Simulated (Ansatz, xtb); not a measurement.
Diatomic MgP, multiplicity 4 (lowest of 2S+1 = 2, 4 at CCSD(T)/def2-TZVPP on PBE0 minima; our sources give no spin for the ground state, which may be another).

The constants come from a fifth-degree fit in 1/R (seven points, main isotopes). In def2 and cc sets the state is the lowest found near the PBE0 minimum, followed along R.

Correlated levels freeze the inner cores; with def2 sets outer-core shells near the valence are correlated too.

Run with Ansatz (Gaussian basis) for Hartree–Fock, density functionals and correlated methods; xtb for the GFN methods.  The GFN methods have no spin term and hold the electronic entropy of 300 K.

D_e counts from each atom's lowest state at the same level, without counterpoise or zero-point energy.

```json
[
 {"level": "GFN1-xTB", "r_e (Å)": "2.619", "ω_e (cm⁻¹)": "248", "ω_e x_e (cm⁻¹)": "0.50", "D_e (eV)": "-", "dipole (D)": "-"},
 {"level": "GFN2-xTB", "r_e (Å)": "2.558", "ω_e (cm⁻¹)": "273", "ω_e x_e (cm⁻¹)": "1.1", "D_e (eV)": "-", "dipole (D)": "-"},
 {"level": "r2SCAN/def2-TZVPP", "r_e (Å)": "2.541", "ω_e (cm⁻¹)": "312", "ω_e x_e (cm⁻¹)": "2.4", "D_e (eV)": "0.99", "dipole (D)": "1.97"},
 {"level": "B97M-V/def2-TZVPP", "r_e (Å)": "2.548", "ω_e (cm⁻¹)": "301", "ω_e x_e (cm⁻¹)": "2.4", "D_e (eV)": "0.95", "dipole (D)": "1.90"},
 {"level": "BHLYP/def2-TZVPP", "r_e (Å)": "2.534", "ω_e (cm⁻¹)": "…", "ω_e x_e (cm⁻¹)": "3.2", "D_e (eV)": "0.65", "dipole (D)": "2.04"},
 {"level": "CAM-B3LYP/def2-TZVPP", "r_e (Å)": "2.525", "ω_e (cm⁻¹)": "312", "ω_e x_e (cm⁻¹)": "3.0", "D_e (eV)": "0.70", "dipole (D)": "2.00"},
 {"level": "CCSD(T)/def2-TZVPP", "r_e (Å)": "2.548", "ω_e (cm⁻¹)": "301", "ω_e x_e (cm⁻¹)": "3.6", "D_e (eV)": "0.47", "dipole (D)": "-"},
 {"level": "CCSD(T)/def2-QZVPP", "r_e (Å)": "…", "ω_e (cm⁻¹)": "…", "ω_e x_e (cm⁻¹)": "3.0", "D_e (eV)": "0.57", "dipole (D)": "-"}
]
```

Q: Complete the blanks.

A: 
- CCSD(T)/def2-QZVPP, r_e (Å): 2.532
- CCSD(T)/def2-QZVPP, ω_e (cm⁻¹): 302
- BHLYP/def2-TZVPP, ω_e (cm⁻¹): 309

Ansatz is an electronic-structure program.
